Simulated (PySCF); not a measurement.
A geometry optimisation, step by step.

C₈H₇N.
SMILES with atom numbers: `[NH2:1][C:2]1=[CH:3][CH:4]=[C:5]2[CH:6]=[CH:7][CH:8]=[C:9]12` (hydrogens: H10, H11 on N1; H12 on C3; H13 on C4; H14 on C6; H15 on C7; H16 on C8)

Computed by this run: BHandHLYP/def2-SV(P) geometry optimisation, gas phase (PySCF); density fitting, grid level 1; the optimiser is geomeTRIC in internal coordinates, started from a GFN2-xTB structure. The frame can shift and turn from step to step; on so coarse a grid that alone can change the energy by a few meV, and forces under 0.02 eV/Å are noise.

Step 0: E = -9883.9286 eV, largest atomic force 0.472 eV/Å
```
atom  x, y, z in Å  |  force x, y, z in eV/Å
N1     -2.007   -1.556   -0.165    0.090   0.307   0.045
C2     -1.210   -0.486   -0.027    0.170  -0.379  -0.067
C3     -1.729    0.875    0.210   -0.271   0.335   0.065
C4     -0.695    1.735    0.304   -0.148  -0.172  -0.021
C5      0.529    0.971    0.132    0.209  -0.392  -0.074
C6      1.892    1.064    0.089   -0.458   0.107   0.037
C7      2.409   -0.261   -0.142    0.219  -0.187  -0.040
C8      1.378   -1.147   -0.239   -0.194  -0.003   0.006
C9      0.163   -0.399   -0.070    0.274   0.144   0.014
H10    -3.006   -1.461   -0.109    0.051  -0.074  -0.014
H11    -1.612   -2.465   -0.326   -0.085   0.008   0.005
H12    -2.778    1.096    0.289   -0.297   0.142   0.034
H13    -0.753    2.795    0.473   -0.130   0.321   0.058
H14     2.501    1.945    0.203    0.136   0.282   0.039
H15     3.456   -0.492   -0.222    0.305  -0.128  -0.034
H16     1.455   -2.206   -0.411    0.128  -0.310  -0.054
```

Step 1: E = -9883.9558 eV, largest atomic force 0.130 eV/Å
```
atom  x, y, z in Å  |  force x, y, z in eV/Å
N1     -1.939   -1.520    0.002    0.004  -0.094  -0.028
C2     -1.116   -0.471    0.104   -0.126   0.018   0.028
C3     -1.647    0.906    0.332    0.073  -0.036  -0.015
C4     -0.604    1.753    0.398   -0.022   0.090   0.022
C5      0.623    0.973    0.218   -0.021   0.020   0.007
C6      1.981    1.073    0.162    0.095   0.045   0.003
C7      2.510   -0.266   -0.062   -0.009   0.014   0.003
C8      1.472   -1.153   -0.137    0.059  -0.081  -0.009
C9      0.257   -0.397    0.039   -0.042   0.003  -0.013
H10    -2.934   -1.407    0.067    0.006   0.028   0.004
H11    -1.585   -2.447   -0.157    0.025   0.025   0.005
H12    -2.701    1.141    0.422    0.010   0.001   0.002
H13    -0.669    2.824    0.557    0.017  -0.044  -0.010
H14     2.586    1.968    0.263   -0.034  -0.025  -0.007
H15     3.562   -0.507   -0.153   -0.020   0.000  -0.001
H16     1.566   -2.221   -0.299   -0.017   0.035   0.009
```

Step 2: E = -9883.9549 eV, largest atomic force 0.196 eV/Å
```
atom  x, y, z in Å  |  force x, y, z in eV/Å
N1     -1.933   -1.530   -0.001   -0.092   0.080   0.008
C2     -1.123   -0.469    0.106    0.190   0.050   0.007
C3     -1.642    0.911    0.334   -0.188   0.002   0.009
C4     -0.601    1.762    0.401    0.007  -0.100  -0.021
C5      0.623    0.977    0.219    0.009  -0.007   0.000
C6      1.981    1.074    0.160   -0.042  -0.039  -0.001
C7      2.502   -0.267   -0.062    0.048  -0.030  -0.006
C8      1.464   -1.154   -0.134    0.022   0.023  -0.006
C9      0.250   -0.394    0.041    0.055   0.022   0.003
H10    -2.928   -1.423    0.061   -0.008  -0.019  -0.001
H11    -1.565   -2.450   -0.161    0.019   0.020   0.004
H12    -2.695    1.149    0.425   -0.014   0.011   0.005
H13    -0.664    2.832    0.559   -0.006  -0.008   0.000
H14     2.587    1.968    0.257   -0.005   0.000  -0.001
H15     3.553   -0.513   -0.155    0.006  -0.004   0.000
H16     1.554   -2.222   -0.293    0.000  -0.001   0.001
```

Step 3: E = -9883.9566 eV, largest atomic force 0.038 eV/Å
```
atom  x, y, z in Å  |  force x, y, z in eV/Å
N1     -1.936   -1.524    0.000   -0.013   0.000  -0.006
C2     -1.121   -0.468    0.106    0.009   0.010   0.007
C3     -1.647    0.909    0.334    0.015  -0.024  -0.006
C4     -0.603    1.756    0.400   -0.001   0.025  -0.001
C5      0.624    0.975    0.219   -0.034  -0.017   0.000
C6      1.982    1.073    0.159   -0.006  -0.021  -0.001
C7      2.507   -0.267   -0.063   -0.006   0.008   0.001
C8      1.469   -1.154   -0.134   -0.006   0.012  -0.004
C9      0.254   -0.395    0.041    0.025  -0.008   0.002
H10    -2.932   -1.416    0.062    0.003   0.004   0.002
H11    -1.570   -2.445   -0.160    0.005  -0.002   0.001
H12    -2.700    1.147    0.426    0.003   0.003   0.002
H13    -0.665    2.826    0.558   -0.001   0.013   0.003
H14     2.586    1.968    0.256    0.003   0.007   0.000
H15     3.558   -0.512   -0.156    0.004  -0.001   0.000
H16     1.559   -2.222   -0.293    0.000  -0.008   0.000
```

Step 4: E = -9883.9564 eV, largest atomic force 0.084 eV/Å
```
atom  x, y, z in Å  |  force x, y, z in eV/Å
N1     -1.937   -1.522    0.000   -0.001  -0.019  -0.007
C2     -1.118   -0.469    0.106   -0.022  -0.002   0.002
C3     -1.645    0.908    0.334   -0.014   0.013   0.000
C4     -0.603    1.757    0.400    0.004  -0.054  -0.006
C5      0.621    0.973    0.219    0.084   0.007  -0.002
C6      1.980    1.071    0.159    0.029   0.032   0.002
C7      2.508   -0.267   -0.063   -0.023   0.005   0.000
C8      1.471   -1.155   -0.135    0.004   0.002   0.001
C9      0.256   -0.397    0.041   -0.057   0.019   0.006
H10    -2.932   -1.411    0.064    0.002   0.001   0.002
H11    -1.574   -2.445   -0.159   -0.001   0.000   0.002
H12    -2.699    1.144    0.426   -0.004  -0.002   0.001
H13    -0.666    2.828    0.558    0.004  -0.008  -0.001
H14     2.583    1.967    0.256    0.002   0.002  -0.001
H15     3.560   -0.510   -0.155   -0.002   0.001   0.000
H16     1.562   -2.223   -0.295   -0.004   0.003   0.001
```

Step 5: E = -9883.9566 eV, largest atomic force 0.034 eV/Å
```
atom  x, y, z in Å  |  force x, y, z in eV/Å
N1     -1.937   -1.523    0.000   -0.007  -0.010  -0.007
C2     -1.119   -0.469    0.106   -0.006   0.002   0.006
C3     -1.646    0.908    0.334   -0.003  -0.003  -0.002
C4     -0.603    1.757    0.400    0.001  -0.019  -0.007
C5      0.622    0.974    0.219    0.034  -0.002  -0.001
C6      1.981    1.072    0.159    0.011   0.009   0.002
C7      2.507   -0.267   -0.063   -0.011   0.005   0.001
C8      1.470   -1.155   -0.134    0.000   0.006  -0.005
C9      0.255   -0.396    0.041   -0.023   0.008   0.006
H10    -2.932   -1.413    0.063    0.002   0.002   0.002
H11    -1.573   -2.445   -0.159    0.002   0.000   0.002
H12    -2.699    1.145    0.426   -0.001   0.000   0.002
H13    -0.666    2.827    0.558    0.002  -0.001   0.001
H14     2.584    1.968    0.256    0.002   0.004  -0.001
H15     3.559   -0.510   -0.156    0.000   0.000   0.001
H16     1.561   -2.223   -0.294   -0.002  -0.001   0.001
```

Step 6: E = -9883.9567 eV, largest atomic force under 0.02 eV/Å
```
atom  x, y, z in Å  |  force x, y, z in eV/Å
N1     -1.937   -1.523    0.000    0.001   0.000  -0.004
C2     -1.120   -0.469    0.106   -0.003   0.002   0.001
C3     -1.646    0.908    0.335    0.000   0.001  -0.002
C4     -0.603    1.756    0.399   -0.001   0.001   0.002
C5      0.623    0.974    0.219   -0.002   0.002   0.002
C6      1.982    1.073    0.159   -0.002  -0.003  -0.001
C7      2.507   -0.267   -0.063    0.008  -0.001  -0.002
C8      1.469   -1.154   -0.135    0.001   0.000   0.001
C9      0.254   -0.396    0.041   -0.001   0.000   0.001
H10    -2.932   -1.413    0.063    0.000  -0.001   0.002
H11    -1.573   -2.445   -0.159    0.000   0.001   0.002
H12    -2.699    1.145    0.427    0.000   0.000   0.001
H13    -0.665    2.826    0.557    0.001  -0.002   0.000
H14     2.585    1.968    0.256   -0.001  -0.001  -0.001
H15     3.559   -0.511   -0.156    0.000  -0.001   0.000
H16     1.560   -2.222   -0.295    0.000   0.001   0.001
```

Task: Summarise the path.

Result: The energy falls by 0.0281 eV from step 0 to step 6; nine tenths of that is first reached at step 1. It rises by more than 0.2 meV at steps 2 and 4. The largest force goes from 0.472 to under 0.02 eV/Å. Among the bonds C2=C3 changes most, from 1.476 to 1.492 Å; the atoms move by 0.020 Å rms after alignment.

What follows is the cost of the whole optimisation. The run took 48 s of wall time on Intel Xeon Platinum 8488C, one thread (shared host), and the process peaked at 0.64 GiB of memory.
